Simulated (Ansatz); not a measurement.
A structure relaxed at B3LYP-D4/def2-SVP in Ansatz, charge 0, singlet:

| atom | x (Å) | y (Å) | z (Å) |
| --- | --- | --- | --- |
| N1 | 1.639 | 0.300 | 1.620 |
| N2 | -3.108 | -0.347 | -0.648 |
| N3 | -1.445 | 1.677 | 0.493 |
| N4 | 2.611 | -1.301 | -0.492 |
| O5 | -0.495 | -1.330 | -0.223 |
| O6 | 1.345 | 1.235 | -1.238 |
| Zn7 | 0.211 | 0.442 | 0.058 |
| H8 | -0.522 | -1.840 | 0.597 |
| H9 | 1.041 | 1.020 | -2.130 |
| H10 | 2.190 | 1.154 | 1.719 |
| H11 | 2.237 | -0.394 | 1.108 |
| H12 | 1.438 | -0.057 | 2.554 |
| H13 | -2.218 | -0.893 | -0.576 |
| H14 | -3.373 | -0.338 | -1.635 |
| H15 | -3.835 | -0.880 | -0.168 |
| H16 | -2.247 | 1.115 | 0.110 |
| H17 | -1.380 | 2.553 | -0.028 |
| H18 | -1.656 | 1.918 | 1.463 |
| H19 | 1.728 | -1.802 | -0.648 |
| H20 | 3.362 | -1.826 | -0.940 |
| H21 | 2.476 | -0.406 | -0.997 |

Give its formula.

ZnN4O2H14.

Summarise the bond lengths by kind (pairs closer than 1.2 times the sum of covalent radii, bridged metal pairs left out).

2 × O–Zn 1.90 to 1.93 Å; 2 × N–Zn 2.11 to 2.12 Å; 12 × H–N 1.02 to 1.05 Å; 2 × H–O 0.97 Å. The metal has 4 neighbours: N 2.12 Å, N 2.11 Å, O 1.93 Å, O 1.90 Å.

In the singlet geometry the species has come apart into loosely held pieces.
